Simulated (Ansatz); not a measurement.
`[Ag][S]c1ccc(C#Cc2ccc(C#Cc3ccccc3)cc2)cc1`, relaxed as a singlet with RKS PBE-D4/def2-SVP in Ansatz, starting from the GFN2-xTB geometry. Force threshold 0.03 eV/Å.

In the def2 sets Ag takes a core potential; there is no spin–orbit coupling. Single mean-field runs in def2-SVP are fitted with def2-universal-jkfit. The restricted singlet is unstable towards broken spin symmetry in Hartree–Fock (as tested in another run); at PBE-D4/def2-SVP this wasn't settled.

Start:

```csv
atom,x (Å),y (Å),z (Å)
Ag1,7.4451,0.3904,-6.7988
S2,8.4097,-0.2456,-4.7968
C3,6.9001,-0.2225,-3.8392
C4,6.1492,-1.3851,-3.6939
C5,4.9952,-1.3726,-2.9389
C6,4.5771,-0.1970,-2.3084
C7,3.3639,-0.1674,-1.5920
C8,2.3029,-0.1319,-1.0140
C9,1.0540,-0.0833,-0.3641
C10,0.5824,1.1213,0.1684
C11,-0.6491,1.1754,0.7810
C12,-1.4391,0.0253,0.8789
C13,-2.6912,0.0763,1.5216
C14,-3.7563,0.1175,2.0909
C15,-5.0019,0.1645,2.7499
C16,-5.7635,-0.9958,2.9013
C17,-6.9825,-0.9424,3.5476
C18,-7.4558,0.2599,4.0490
C19,-6.7023,1.4141,3.9046
C20,-5.4817,1.3723,3.2605
C21,-0.9676,-1.1796,0.3471
C22,0.2638,-1.2333,-0.2660
C23,5.3607,0.9550,-2.4212
C24,6.5136,0.9393,-3.1775
H25,6.4815,-2.2910,-4.1802
H26,4.4042,-2.2710,-2.8344
H27,1.1968,2.0072,0.0955
H28,-1.0165,2.1066,1.1882
H29,-5.3881,-1.9307,2.5115
H30,-7.5675,-1.8430,3.6630
H31,-8.4100,0.2968,4.5531
H32,-7.0707,2.3498,4.2987
H33,-4.8875,2.2670,3.1477
H34,-1.5812,-2.0662,0.4197
H35,0.6320,-2.1636,-0.6743
H36,5.0533,1.8588,-1.9149
H37,7.1272,1.8244,-3.2633
```

Question: Estimate the energy that the relaxation releases and the steps that it takes.

Answer: 38.0 kJ/mol, in 12 steps; 28 s on 2 threads of AMD EPYC 7R13 on a shared host and a share (18 GiB) of an NVIDIA H100 80GB HBM3. The force fell under the threshold at step 6, but the optimiser went on. No frequencies were taken in this run, so the end may be a saddle point.

Question: Does the start keep its bonding?

Answer: By distances, no bond broke or formed. The bond that changes most is Ag1–S2, from 2.31 to 2.35 Å (atoms count from 1).

Question: Predict the relaxed structure.

Answer: 
```xyz
37

Ag    8.1771    0.3090   -6.8074
S     8.6607   -0.3329   -4.6015
C     7.0583   -0.2510   -3.8309
C     6.2675   -1.4171   -3.7002
C     5.0487   -1.3811   -3.0222
C     4.5726   -0.1712   -2.4475
C     3.3297   -0.1296   -1.7626
C     2.2496   -0.0934   -1.1662
C     1.0090   -0.0523   -0.4789
C     0.5339    1.1574    0.0977
C    -0.6843    1.1979    0.7708
C    -1.4855    0.0309    0.9000
C    -2.7294    0.0731    1.5835
C    -3.8117    0.1104    2.1742
C    -5.0653    0.1557    2.8458
C    -5.8615   -1.0134    2.9725
C    -7.0947   -0.9622    3.6309
C    -7.5606    0.2471    4.1754
C    -6.7816    1.4104    4.0573
C    -5.5465    1.3711    3.4009
C    -1.0100   -1.1790    0.3249
C     0.2081   -1.2198   -0.3484
C     5.3740    0.9961   -2.5746
C     6.5931    0.9534   -3.2508
H     6.6304   -2.3576   -4.1409
H     4.4409   -2.2927   -2.9257
H     1.1442    2.0674    0.0047
H    -1.0408    2.1403    1.2112
H    -5.4934   -1.9576    2.5450
H    -7.7012   -1.8763    3.7212
H    -8.5318    0.2823    4.6922
H    -7.1408    2.3606    4.4818
H    -4.9340    2.2796    3.3064
H    -1.6204   -2.0890    0.4177
H     0.5643   -2.1621   -0.7890
H     5.0197    1.9370   -2.1279
H     7.2116    1.8588   -3.3392
```
Bond lengths: 24 × C–C 1.23 to 1.42 Å; 1 × Ag–S 2.35 Å; 1 × C–S 1.78 Å; 13 × C–H 1.10 Å.
